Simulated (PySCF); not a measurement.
Estimate the missing entries of this data sheet.

Species: C6H10FN.
Atom-mapped SMILES: `[CH2:1]=[N:2][CH2:3][C@@H:4]1[CH2:5][CH2:6][C@@H:7]1[F:8]` (hydrogens: H9, H10 on C1; H11, H12 on C3; H13 on C4; H14, H15 on C5; H16, H17 on C6; H18 on C7)

Conformer (atom-mapped SMILES and torsion angles): `[CH2:1]=[N:2][CH2:3][C@@H:4]1[CH2:5][CH2:6][C@@H:7]1[F:8]`: C1–N2–C3–C4 125°, N2–C3–C4–C5 41°.

```tsv
property	level	value
point group of the GFN2-xTB geometry	GFN2-xTB	C1
rotational constants A, B, C of the GFN2-xTB geometry	GFN2-xTB	2.891, 1.894, 1.559 GHz
dipole moment	CAM-B3LYP/def2-SVPD	?
HOMO energy	CAM-B3LYP/def2-SVPD	-8.66 eV
LUMO energy	CAM-B3LYP/def2-SVPD	0.80 eV
lowest singlet excitation	TDDFT CAM-B3LYP/def2-SVPD	4.93 eV (251 nm, f = 0.002)
strongest line among the 8 lowest singlet transitions	TDDFT CAM-B3LYP/def2-SVPD	?
lowest triplet excitation (Tamm–Dancoff)	TDA CAM-B3LYP/def2-SVPD	4.14 eV
static isotropic polarisability	CAM-B3LYP/def2-SVPD	75.9 au
electronic spatial extent ⟨r²⟩ about the centre of nuclear charge	CAM-B3LYP/def2-SVPD	?
13C chemical shifts (computed TMS as zero) by class	GIAO PBE0/pcSseg-1	?
1H chemical shifts (computed TMS as zero) by class	GIAO PBE0/pcSseg-1	7.96 (H10), 7.51 (H9), 5.13 (H18), 4.15 (H11), 3.68 (H12), 2.70 (H13), 2.68 (H15), 2.36 (H16), 2.27 (H17), 1.66 (H14) ppm
isotropic shieldings of nuclei other than C and H, by class	GIAO PBE0/pcSseg-1	?
```

Electronic properties: PySCF, gas phase, density fitting.

(1) The 13C chemical shifts (computed TMS as zero) by class?

(2) Give the electronic spatial extent ⟨r²⟩ about the centre of nuclear charge.

(3) What is the strongest line among the 8 lowest singlet transitions?

(4) Give the dipole moment.

(5) Give the isotropic shieldings of nuclei other than C and H, by class.

Answers

(1) 160.3 (C1), 91.2 (C7), 64.8 (C3), 44.1 (C4), 31.9 (C6), 16.2 (C5) ppm.

(2) 902 bohr².

(3) S3 at 7.50 eV (165 nm, f = 0.116).

(4) 1.07 D.

(5) -136 (N2), 378 (F8) ppm.

The largest Löwdin shares of the HOMO are 0.56 on N2, 0.13 on C1, 0.10 on C3 and 0.06 on H10. No computed singlet falls in the visible range (750 to 380 nm, 1.65 to 3.26 eV); S1 lies 1.67 eV above its blue end. The principal polarisabilities are 68.4, 72.5 and 86.8 au; their mean is the isotropic value.

One conformer stands for the species.
